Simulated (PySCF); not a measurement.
First SCF of a structure search on triplet Be₂Se, at a hand-made linear geometry. PySCF input:

```python
from pyscf import gto, scf, dft
mol = gto.M(atom='''
Se     0.000000     0.000000     0.000000
Be     0.000000     0.000000     2.180000
Be     0.000000     0.000000    -2.180000''',
    basis={'Se': 'def2-TZVP', 'Be': 'def2-TZVP'},
    charge=0, spin=2)
mf = dft.UKS(mol, xc='PBE0')
mf.grids.atom_grid = (50, 194)
aux = {'Se': 'def2-universal-JKFIT', 'Be': 'def2-universal-JKFIT'}
mf = mf.density_fit(auxbasis=aux)
mf.conv_tol = 1e-08
mf.diis_space = 10
mf.max_cycle = 60
mf.init_guess = 'minao'
mf.verbose = 4
mf.kernel()
```

Excerpt of the output (cycles alone):

```
init E= -2429.93908004839
cycle= 1 E= -2430.58583027535  delta_E= -0.647  |g|= 0.233  |ddm|= 1.22
cycle= 2 E= -2430.57761523604  delta_E= 0.00822  |g|= 0.253  |ddm|= 0.679
cycle= 3 E= -2430.63316376209  delta_E= -0.0555  |g|= 0.0961  |ddm|= 0.354
cycle= 4 E= -2430.63545007428  delta_E= -0.00229  |g|= 0.00744  |ddm|= 0.0595
cycle= 5 E= -2430.63558066742  delta_E= -0.000131  |g|= 0.000827  |ddm|= 0.0312
cycle= 6 E= -2430.63558230539  delta_E= -1.64e-06  |g|= 0.000171  |ddm|= 0.00387
cycle= 7 E= -2430.63558237986  delta_E= -7.45e-08  |g|= 5.14e-05  |ddm|= 0.000574
cycle= 8 E= -2430.63558238843  delta_E= -8.57e-09  |g|= 1.19e-05  |ddm|= 0.0002
Extra cycle  E= -2430.63558238875  delta_E= -3.27e-10  |g|= 7.1e-06  |ddm|= 3.63e-05
converged SCF energy = -2430.63558238875  <S^2> = 2.007009  2S+1 = 3.004669
```

No lower solution of this spin was found from smeared starts or by a stability analysis within the unrestricted form.

The search for the lowest solution, 3 starts and the stability check together, took 8.3 s on 2 threads of a shared Arm Neoverse V2 host, with 86 basis functions; the process peaked at 0.37 GiB.
